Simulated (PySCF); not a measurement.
# Vibration and rotation of BeIn⁻

UHF-CCSD(T) constants of BeIn⁻, ³Σ⁻ (triplet), unpaired electrons π ↑↑ (basis Be aug-cc-pVDZ, In aug-cc-pVDZ-PP with ECP28; scalar-relativistic core potentials; PySCF 2.14; masses 9.0122 and 114.9039 u):

* ωe: 354.1 cm⁻¹
* ωexe: 3.93 cm⁻¹
* Be: 0.32795 cm⁻¹
* αe: 0.00427 cm⁻¹
* De to Be + In⁻: 0.99 eV

Task: What force constant and bond length do these constants imply?

Result: Reduced mass μred = 8.3567 u; k = 5.8918×10⁻⁷·μred·ωe² (u, cm⁻¹, mdyn/Å) = 0.617 mdyn/Å; Re = √(16.8576/(μred·Be)) (u, cm⁻¹, Å) = 2.480 Å.

Task: Estimate the centrifugal constant D from the Kratzer relation and find the Dunham coefficient a1.

Result: D = 4Be³/ωe² = 1.13e-06 cm⁻¹; a1 = −1 − αeωe/(6Be²) = -3.34.

Correlated steps freeze 4 core orbitals. Correlated levels converge slowly with the basis: in double zeta they bind strong bonds too weakly, by up to about 1 eV, and carry superposition errors of some tenths. Spin–orbit coupling is left out, which matters for elements this heavy, above all for dissociation energies. For an ion De counts to the pair picked by the measured ionisation energies or electron affinities, which need not be the lowest pair at this level. The state is the lowest determinant that a PBE0 search found; another state may lie lower at other levels.
